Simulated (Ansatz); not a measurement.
**A barrier at the coupled-cluster level**

Start structure (SiNH₄Cl₃, closed shell), relaxed at PBE0-D4/def2-TZVP:

Si1  (-0.755, 0.531, -0.113)
Cl2  (0.631, 2.075, -0.435)
Cl3  (-1.198, -0.787, -1.685)
Cl4  (-1.202, -0.043, 1.857)
H5  (-1.954, 1.375, -0.291)
H6  (1.468, -0.630, -0.712)
N7  (0.909, -0.640, 0.136)
H8  (0.632, -1.595, 0.339)
H9  (1.469, -0.287, 0.906)
(Å)

The step: SiHCl₃ ([Cl][SiH]([Cl])[Cl]) + NH₃ → SiNH₃Cl₂ ([NH2][SiH]([Cl])[Cl]) + HCl; bonds formed: Cl2–H6; dative contacts that become bonds: Si1–N7; bonds broken: Si1–Cl2, H6–N7. Computed with Ansatz 0.2.0 (basis: def2-TZVPP and def2-QZVPP); correlated methods freeze the cores. Extrapolation: Hartree–Fock as exp(−7.88 √X), correlation as X^−2.97. Energies below are by CCSD(T) at an estimated basis limit (MP2 extrapolated from triple and quadruple zeta, plus CCSD(T) − MP2 in triple zeta).

Problem. What are the electronic barrier and the energy of the step, from the start structure to the end structure? (Judge from chemistry; the value comes from the calculation.)

Solution. By the calculation: Barrier 75.9 kJ/mol; step energy 28.2 kJ/mol (uphill); reverse barrier, their difference, 47.7 kJ/mol. Barrier and step energy count from the start structure, the reverse barrier from the end structure.

The saddle point: One imaginary mode of 195i cm⁻¹.
| pair | start (Å) | saddle (Å) | end (Å) |
| --- | --- | --- | --- |
| Si1–N7 | 2.05 | 1.83 | 1.72 |
| Cl2–H6 | 2.85 | 1.74 | 1.31 |
| Si1–Cl2 | 2.10 | 2.89 | 4.05 |
| H6–N7 | 1.02 | 1.13 | 1.87 |

Zero-point energy (harmonic, PBE0-D4): ZPE is 142.8 kJ/mol at the start and 130.8 kJ/mol at the saddle, so the barrier goes from 75.9 to 63.9 kJ/mol.

T1 diagnostic: at most 0.010.

The step is the kind of exchange with an N–H group that builds nitride films in atomic layer and chemical vapour deposition.

Labels in which every atom is bracketed show which atoms are joined, not bond orders.

For scale, one of the runs: CCSD(T)/def2-TZVPP, 255 basis functions, launched by `ansatz run in.yaml --threads 8 --pin off --events-out ev --progress --plain --max-ram 19148MiB`. Time: 95 s of wall clock on 8 CPU threads of an Arm Neoverse V2; the host was shared. Peak host memory: 5.2 GiB.
